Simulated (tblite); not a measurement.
Compound: C7H10F2Si.
Geometry (GFN2-xTB, Å), atoms numbered from 1 in this order:
```xyz
20
C7H10F2Si angstrom
C     -2.2496    2.3209    0.5394
C     -1.7224    1.2397    0.5295
Si    -0.8730   -0.4080    0.5086
C     -2.0720   -1.8168    0.9155
C      0.8547   -0.3518    1.3381
C      1.5303   -0.2294   -0.0423
C      1.9671    1.1994   -0.2874
F      2.4875    1.3533   -1.5332
F      2.9534    1.5738    0.5687
C      0.3447   -0.5839   -0.9619
H     -2.7126    3.2662    0.5485
H     -1.5796   -2.7840    0.8978
H     -2.5036   -1.6770    1.9010
H     -2.8870   -1.8409    0.1999
H      1.0885    0.4741    2.0053
H      1.1464   -1.2696    1.8432
H      2.4029   -0.8739   -0.1698
H      1.1400    1.9184   -0.1784
H      0.2421    0.0915   -1.8077
H      0.4370   -1.5913   -1.3602
```

Calculated harmonic vibrations of the isolated species, GFN2-xTB (tblite), most abundant isotopes, no scaling. Against measured fundamentals such values can be off by several per cent, at times by over 20. One conformer, not necessarily the lowest.

Harmonic wavenumbers (cm⁻¹): 34.6, 64.4, 84.1, 103.3, 105.9, 138.0, 148.2, 209.5, 272.5, 275.7, 304.5, 381.1, 454.8, 480.3, 553.3, 654.6, 666.0, 676.2, 682.8, 695.0, 731.9, 769.8, 825.2, 835.4, 859.0, 931.7, 1011.3, 1016.6, 1028.4, 1080.0, 1093.6, 1174.2, 1181.2, 1214.3, 1246.8, 1248.1, 1281.3, 1340.4, 1367.3, 1468.6, 1471.7, 1474.1, 1479.4, 2199.6, 2887.3, 2967.5, 3011.6, 3015.0, 3023.3, 3024.9, 3044.3, 3054.8, 3055.4, 3352.7.

A = 1709, B = 709.7, C = 614.8 MHz; mass 160.052 u (most abundant isotopes); point group Cs, symmetry number 1.

Task: Zero-point energy?

Result: ½Σν̃ = 32876 cm⁻¹ = 393.28 kJ/mol.

Task: Give the ideal-gas entropy at 500 K and 1 bar in the rigid-rotor, harmonic-oscillator model (classical rotation).

Result: Translation 182.90, rotation 133.83, vibration 264.70: S = 581.4 J/(mol K).

Task: And Cp and H(500 K) − H(0)?

Result: Cp = 269.58 J/(mol K), of which vibrations give 236.32 (their classical limit is 54 R = 449.0); H(500 K) − H(0) = 81.51 kJ/mol without the zero-point energy, 64.88 from vibrations.

Task: What must be added to the electronic energy to get the Gibbs energy at 500 K and 1 bar?

Result: ZPE + [H(500 K) − H(0)] − T·S = 393.28 + 81.51 − 290.71 = 184.08 kJ/mol.

Task: Which modes carry the vibrational entropy at 500 K?

Result: 34.6 cm⁻¹: 27.50; 64.4 cm⁻¹: 22.34; 84.1 cm⁻¹: 20.13; 103.3 cm⁻¹: 18.43; 105.9 cm⁻¹: 18.23; 138.0 cm⁻¹: 16.05 J/(mol K); the other 48 give 142.02 together.

Task: How do the functions run with temperature in this model?

Result: 
```json
{"T (K)": "50", "S (J/(mol K))": "260.9", "Cp (J/(mol K))": "66.6", "H − H(0) (kJ/mol)": "2.34", "G − H(0) (kJ/mol)": "-10.70", "ln q(vib)": "0.86"}
{"T (K)": "100", "S (J/(mol K))": "316.8", "Cp (J/(mol K))": "96.0", "H − H(0) (kJ/mol)": "6.46", "G − H(0) (kJ/mol)": "-25.22", "ln q(vib)": "2.68"}
{"T (K)": "298.15", "S (J/(mol K))": "463.2", "Cp (J/(mol K))": "189.4", "H − H(0) (kJ/mol)": "34.66", "G − H(0) (kJ/mol)": "-103.45", "ln q(vib)": "9.70"}
{"T (K)": "373.15", "S (J/(mol K))": "509.4", "Cp (J/(mol K))": "222.8", "H − H(0) (kJ/mol)": "50.15", "G − H(0) (kJ/mol)": "-139.94", "ln q(vib)": "12.18"}
{"T (K)": "750", "S (J/(mol K))": "703.6", "Cp (J/(mol K))": "332.0", "H − H(0) (kJ/mol)": "157.35", "G − H(0) (kJ/mol)": "-370.33", "ln q(vib)": "23.67"}
{"T (K)": "1000", "S (J/(mol K))": "805.0", "Cp (J/(mol K))": "372.2", "H − H(0) (kJ/mol)": "245.71", "G − H(0) (kJ/mol)": "-559.27", "ln q(vib)": "30.40"}
```

q(vib) and H(0) count from the zero-point level.

Task: Blend soft modes into free rotors: weight 1/[1 + (100 cm⁻¹/ν̃)⁴] for the oscillator and the rest for a rotor with moment μB/(μ + B), μ = h/(8π²ν), B = 10⁻⁴⁴ kg m². What vibrational entropy results?

Result: 241.47 J/(mol K) in place of 264.70, which changes −T·S at 500 K by +11.62 kJ/mol.

Hindered rotation and anharmonicity are outside this model. Other conformers, if any are populated, would add a mixing term that is left out.

Hardware: Intel Xeon at 2.50 GHz, one thread, shared host with 64 logical CPUs at a one-minute load of 63. Cost: 3.4 s. The figure is for the frequency step alone.
